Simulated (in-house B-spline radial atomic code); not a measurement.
Successive ionisation energies of arsenic; each step leads to the configuration of the next row (after the last: bare). NIST's values go from ground level to ground level; the uncertainty of those that are theory runs from under 0.1 % in few-electron ions to several per cent in heavy many-electron ones. Computed with an all-electron radial atomic-structure program (B-spline basis): non-relativistic Hartree-Fock, average of the configuration, point nuclei.

This level leaves out relativity, spin-orbit splitting included, which matters for heavy ions.

```csv
ion,configuration,ionisation energy (eV),tabulated value (eV),computed minus tabulated (eV),highest orbital,largest mean radius (bohr)
As18+,[Ne] 3s2 3p3,717.5,728.9,-11,3p,0.52199
As19+,[Ne] 3s2 3p2,763.0,774,-11,3p,0.51684
As20+,[Ne] 3s2 3p1,809.3,814,-5,3p,0.51179
As21+,[Ne] 3s2,895.8,911.7,-16,3s,0.50685
As22+,[Ne] 3s1,944.1,956.79,-13,3s,0.50141
As23+,[He] 2s2 2p6,2354.0,2356.9,-3,2p,0.20201
As24+,[He] 2s2 2p5,2486.2,2486,0,2p,0.20003
As25+,[He] 2s2 2p4,2621.3,2626,-5,2p,0.19809
As26+,[He] 2s2 2p3,2759.1,2766,-7,2p,0.19618
As27+,[He] 2s2 2p2,2899.9,2938,-38,2p,0.1943
As28+,[He] 2s2 2p1,3043.4,3088.1,-45,2p,0.19246
As29+,[He] 2s2,3224.2,3287,-63,2s,0.19064
As30+,[He] 2s1,3353.6,3411.643,-58,2s,0.18897
As31+,1s2,14258.4,14447.68,-189,1s,0.045977
As32+,1s1,14816.6,15028.92,-212,1s,0.045455
```

**Question.** Where is the largest jump?

**Answer.** From As30+ to As31+, by a factor of 4.25 (3353.6 to 14258 eV); the highest orbital goes from 2s to 1s.

**Question.** How far is this level of theory from the measured and semi-empirical values?

**Answer.** Over those 12 rows the differences run from -62.8 to +0.202 eV (mean absolute value 18 eV). The calculation leaves out relativity, correlation and, in open shells, the multiplet splittings that an average leaves out.
